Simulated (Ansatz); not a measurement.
Consider the substitution at a C–O bond: `[GeH3][O]C[TeH]` + `O[SiH3]` → `[SiH3]OC[TeH]` + `[OH][GeH3]`.

Computed with Ansatz on PBE0-D4/def2-TZVP structures; ΔE is electronic, products minus reactants. CBS: MP2 limit from def2 TZ/QZ plus the TZ coupled-cluster correction, frozen cores. DFT in def2-TZVPP. B3LYP here is the variant with VWN-RPA as its local correlation; programs differ in this. Elements past krypton have def2 core potentials. For Ge, Te outer-core shells are correlated without core-valence functions, which leaves a few kJ/mol of doubt a bond. Scalar relativity is left out up to krypton. One conformer a species, not always the lowest.

`[GeH3][O]C[TeH]`:

Cartesian coordinates in Å:
```
Ge 0.441 -0.780 1.539
O -0.039 0.536 0.423
C 0.080 0.306 -0.943
Te -0.583 2.005 -2.089
H -0.426 -2.016 1.236
H 0.183 -0.210 2.934
H 1.928 -1.105 1.300
H -0.517 -0.546 -1.287
H 1.119 0.156 -1.262
H -2.185 1.654 -1.850
```

`O[SiH3]`:

```xyz
6

O     0.929   -0.571    0.673
Si   -0.355    0.168   -0.049
H     1.691   -0.775    0.131
H     0.024    1.487   -0.626
H    -1.367    0.356    1.015
H    -0.922   -0.664   -1.145
```

`[SiH3]OC[TeH]`:

```xyz
10

Si   -0.033    0.729    1.334
O    -0.746   -0.536    0.546
C    -0.263   -1.100   -0.626
Te   -0.440    0.128   -2.414
H    -0.651    0.757    2.678
H    -0.263    2.015    0.629
H     1.435    0.491    1.429
H    -0.849   -1.989   -0.855
H     0.793   -1.372   -0.557
H     1.018    0.877   -2.164
```

`[OH][GeH3]`:

Z-matrix (Å, degrees):
```
Ge
O 1 1.783
H 1 1.531 2 104.3
H 1 1.541 2 109.9 3 119.6
H 1 1.541 2 109.9 3 -119.6
H 2 0.959 1 112.7 3 180.0
```

**Question.** Is it downhill or uphill in electronic energy at CCSD(T)/CBS, and by how much? (Estimate.)

**Answer.** The calculation gave: Nearly level: ΔE = -0.7 kJ/mol.

**Question.** What do these levels give: B3LYP-D4, ωB97X-V, ωB97M-V, PBE, PBE0, MP2/def2-TZVPP, SCS-MP2/def2-TZVPP, CCSD/def2-TZVPP, CCSD(T)/def2-TZVPP, SCS-MP2/def2-QZVPP, HF/CBS(def2), MP2/CBS(def2)? (An estimate is asked.)

**Answer.** Ansatz gave: B3LYP-D4 -3.4, ωB97X-V -1.7, ωB97M-V -2.0, PBE -2.1, PBE0 -1.3, MP2/def2-TZVPP -0.1, SCS-MP2/def2-TZVPP 0.1, CCSD/def2-TZVPP 0.2, CCSD(T)/def2-TZVPP -0.4, SCS-MP2/def2-QZVPP 0.0, HF/CBS(def2) 2.5, MP2/CBS(def2) -0.4 kJ/mol.

Largest T1 diagnostic among the species: 0.012.

The D4 term adds −3.2 kJ/mol with B3LYP and −1.7 kJ/mol with PBE0; it sums over pairs of atoms, weighted by their polarisabilities, and B3LYP, whose exchange is more repulsive, gets the larger term.
